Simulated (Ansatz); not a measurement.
A run for Ansatz (an electronic-structure program): R-CCSD(T)/aug-cc-pV(D+d)Z on C2H7Cl (a complex), monomers drawn apart or pushed together. Files ending in .json are basis or fitting sets from the Basis Set Exchange.

Ansatz 0.2 input:
```yaml
crystal:
  periodic: [false, false, false]
  atoms:
    - {symbol: C, position_ang: [0.08600622, 0.02345544, -0.02055014]}
    - {symbol: H, position_ang: [1.15752366, -0.17339939, 0.00099563]}
    - {symbol: H, position_ang: [-0.19272529, 0.62391864, 0.84378367]}
    - {symbol: H, position_ang: [-0.16274502, 0.56100141, -0.93448626]}
    - {symbol: H, position_ang: [-0.45702659, -0.92108159, 0.00033043]}
    - {symbol: C, position_ang: [0.83940158, -0.79836528, 4.67669108]}
    - {symbol: Cl, position_ang: [-0.06264897, 0.69053077, 5.11309796]}
    - {symbol: H, position_ang: [1.75480695, -0.50642972, 4.17140562]}
    - {symbol: H, position_ang: [1.06174179, -1.34129236, 5.59026196]}
    - {symbol: H, position_ang: [0.21577953, -1.39397083, 4.01753748]}
basis:
  gaussian:
    orbitals: aug-cc-pV_D+d_Z.json
magnetization: {spin_polarized: false}
correlation: {method: ccsd_t, electrons: outside_noble_gas}
scf: {lower_state_search: off}
```

Output:

```
WARN ansatz: RAYON_NUM_THREADS=1 ignored (pool sized by the plan → 1); use --threads N
Functional definition: HF
these checks for a lower state are left out or cut short: stability, starts, cluster_reference, orbital_swaps, neighbouring_geometries, increment
integrals: 0.34 GiB planned
1361 factors; integrals over basis functions are off by at most 1.1e-3 eV
mean field: 0.40 GiB planned
mean field evaluation 1: about -14673.6306 eV, gradient 2.8e1 eV
mean field evaluation 2: about -14673.6530 eV, gradient 2.8e1 eV
mean field evaluation 4: about -14675.7270 eV, gradient 2.2e0 eV
mean field evaluation 8: about -14675.7496 eV, gradient 1.4e-1 eV
mean field -14675.74967349 eV, -539.3238529204 hartree, gradient 9.0e-7 eV, S^2 0.000000; 0 other end points of the search recorded, 0 dependent functions left out
7 core orbitals not correlated
reference -14675.74967349 eV, -539.3238529204 hartree; 11, 11 occupied and 123, 123 virtual orbitals, 1361 factors
second order -12.92257393 eV of doubles, -0.00000000 eV of singles
coupled cluster: 0.94 GiB planned
cycle   1  -13.99478855 eV  change    -1.1e0 eV  update   7.2e-2
cycle   2  -14.36485016 eV  change   -3.7e-1 eV  update   2.1e-2
cycle   3  -14.40648678 eV  change   -4.2e-2 eV  update   6.5e-3
cycle   4  -14.40696280 eV  change   -4.8e-4 eV  update   1.6e-3
cycle   5  -14.40690632 eV  change    5.6e-5 eV  update   4.3e-4
cycle   6  -14.40697410 eV  change   -6.8e-5 eV  update   1.3e-4
cycle   7  -14.40701998 eV  change   -4.6e-5 eV  update   3.9e-5
cycle   8  -14.40703656 eV  change   -1.7e-5 eV  update   1.2e-5
perturbative correction -0.39627763 eV, -0.0145629343 hartree
Total energy: -14690.55298768 eV, -539.8678646829 hartree
Checks for a lower state left out: stability, starts, cluster_reference, orbital_swaps, neighbouring_geometries, increment
```

The run converged.

Cost: about 24 core-seconds (a rough figure).
